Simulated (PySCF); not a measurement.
Isomers of C6H9ClO side by side.

PySCF, CAM-B3LYP/def2-SVPD, density fitting, gas phase; each molecule at its own GFN2-xTB geometry, one conformer. Singlet excitations by full TDDFT with frozen cores and triplets by Tamm–Dancoff TDDFT. 

Torsions of the conformers computed, which needn't be the lowest (atom-mapped SMILES):
- `[CH2:1]=[C:2]([C:3](=[O:4])[Cl:5])[CH:6]([CH3:7])[CH3:8]`: C1–C2–C3–O4 160°, C1–C2–C6–C7 108°
- `[CH2:1]=[CH:2][CH2:3][C@@H:4]([CH3:5])[C:6](=[O:7])[Cl:8]`: C1–C2–C3–C4 121°, C2–C3–C4–C5 174°, C3–C4–C6–O7 -87°
- `[CH3:1][CH2:2][C@@H:3]1[CH2:4][C@H:5]1[C:6](=[O:7])[Cl:8]`: C1–C2–C3–C4 151°, C4–C5–C6–O7 29°
- `[CH3:1][CH2:2]/[CH:3]=[C:4](\[CH3:5])[C:6](=[O:7])[Cl:8]`: C1–C2–C3–C4 -131°, C3–C4–C6–O7 180°
- `[CH3:1][CH2:2][C:3]1([C:4](=[O:5])[Cl:6])[CH2:7][CH2:8]1`: C1–C2–C3–C4 71°, C2–C3–C4–O5 5°
- `[Cl:1][C@@H:2]1[CH2:3][CH2:4][C@@H:5]1[C@H:6]1[CH2:7][O:8]1`: C4–C5–C6–C7 -35°

Reference: `C=C(C(=O)Cl)C(C)C`, with HOMO energy -9.62 eV, LUMO energy -1.00 eV, lowest singlet excitation 4.60 eV, lowest triplet excitation 3.65 eV, mean polarisability 88.5 au and dipole moment 3.31 D.

Changes against it:

| molecule | Δ electronic energy (kcal/mol) | Δ HOMO energy (eV) | Δ LUMO energy (eV) | Δ lowest singlet excitation (eV) | Δ lowest triplet excitation (eV) | Δ mean polarisability (au) | Δ dipole moment (D) |
| --- | --- | --- | --- | --- | --- | --- | --- |
| CC/C=C(\C)C(=O)Cl | -3.3 | +0.42 | +0.12 | +0.04 | -0.21 | +3.6 | +1.04 |
| CCC1(C(=O)Cl)CC1 | +1.2 | -0.13 | +1.13 | +0.60 | +1.06 | -3.7 | +0.11 |
| Cl[C@@H]1CC[C@@H]1[C@H]1CO1 | +36.5 | +0.28 | +2.20 | +2.73 | +3.06 | -7.8 | -1.64 |

Rows whose labels were lost:

```json
{"row": "P", "Δ electronic energy (kcal/mol)": "+3.7", "Δ HOMO energy (eV)": "+0.64", "Δ LUMO energy (eV)": "+1.09", "Δ lowest singlet excitation (eV)": "+0.53", "Δ lowest triplet excitation (eV)": "+0.80", "Δ mean polarisability (au)": "-0.9", "Δ dipole moment (D)": "-0.32"}
{"row": "Q", "Δ electronic energy (kcal/mol)": "-0.1", "Δ HOMO energy (eV)": "-0.22", "Δ LUMO energy (eV)": "+1.10", "Δ lowest singlet excitation (eV)": "+0.67", "Δ lowest triplet excitation (eV)": "+1.16", "Δ mean polarisability (au)": "-1.3", "Δ dipole moment (D)": "+0.42"}
```

Q: Which row belongs to which of `C=CC[C@@H](C)C(=O)Cl` and `CC[C@@H]1C[C@H]1C(=O)Cl`?

A: P = `C=CC[C@@H](C)C(=O)Cl` and Q = `CC[C@@H]1C[C@H]1C(=O)Cl`. P and Q are told apart most clearly by the HOMO energy (+0.64 against -0.22 eV); Q comes close to the labelled row of `CCC1(C(=O)Cl)CC1` in every column.

Q: Which row has the smallest HOMO–LUMO gap and which the largest, and does the HOMO or the LUMO shift more there?

A: Smallest, counted from the reference: `CC/C=C(\C)C(=O)Cl`, -0.30 eV (HOMO +0.42, LUMO +0.12), the larger shift being that of the HOMO. Largest: `Cl[C@@H]1CC[C@@H]1[C@H]1CO1`, +1.92 eV (HOMO +0.28, LUMO +2.20), the larger shift being that of the LUMO.
